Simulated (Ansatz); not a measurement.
`B[SiH2][SiH2][SiH3]` + H₂ → `B[SiH2][SiH3]` + SiH₄ at 400 K and 1 bar (hydrogenolysis of the Si–Si bond).

Computed with Ansatz on PBE0-D4/def2-TZVP structures; ΔE is electronic, products minus reactants. CCSD(T)/CBS adds triple-zeta CCSD(T) − MP2 to the extrapolated MP2 energy (def2 sets, frozen cores). This one scheme is used for every species. Each species was taken in one conformer, which may not be the lowest.

```json
{"species": "`B[SiH2][SiH2][SiH3]`", "CCSD(T)/CBS energy (Eh)": "-897.39286", "H − E (kJ/mol)": "249.5", "S (J/(mol·K))": "443.5"}
{"species": "H₂", "CCSD(T)/CBS energy (Eh)": "-1.17544", "H − E (kJ/mol)": "38.0", "S (J/(mol·K))": "139.0"}
{"species": "`B[SiH2][SiH3]`", "CCSD(T)/CBS energy (Eh)": "-607.10947", "H − E (kJ/mol)": "193.2", "S (J/(mol·K))": "366.9"}
{"species": "SiH₄", "CCSD(T)/CBS energy (Eh)": "-291.46306", "H − E (kJ/mol)": "96.9", "S (J/(mol·K))": "218.6"}
```

H − E and S are ideal-gas, rigid-rotor, harmonic terms from PBE0-D4/def2-TZVP, for one conformer and one mirror image of each species. For small species the MP2-based limit differs from directly extrapolated CCSD(T) by up to some mEh (0.8 for H₂); such offsets cancel only in part. 1 Eh = 2625.50 kJ/mol, R = 8.31446 J/(mol·K).

Problem. By hand: ΔE, ΔH, ΔS and ΔG.

Solution. ΔE = (-607.10947) + (-291.46306) − (-897.39286) − (-1.17544) = -0.00423 Eh = -11.1 kJ/mol. Δ(H − E) = 193.2 + 96.9 − 249.5 − 38.0 = 2.6, so ΔH = -8.5 kJ/mol. ΔS = 366.9 + 218.6 − 443.5 − 139.0 = 3.0 J/(mol·K). ΔG = -8.5 − 400 × (3.0)/1000 = -9.7 kJ/mol.

Problem. By hand: the equilibrium constant, and the temperature at which ΔG would vanish if ΔH and ΔS stayed fixed.

Solution. log₁₀ K = −ΔG/(RT ln 10) = 1.3. ΔH and −TΔS have one sign here, so there is no such temperature.

The number of gas molecules stays the same, so ΔS is small and ΔH decides. A doubt of 5 kJ/mol in ΔE shifts log₁₀ K by 0.7 here. Other conformers and mirror images would add mixing entropy, several J/(mol·K) or more a flexible species. Modes under 60 cm⁻¹, often nearly free rotors, make the harmonic entropy too high. These are equilibria of isolated gas molecules and say nothing of rates. Largest T1 diagnostic: 0.014 (customary marks: 0.02 for closed shells, 0.045 for open ones).

ΔS is within the doubt of such terms, so its sign, and with it that verdict, could turn.
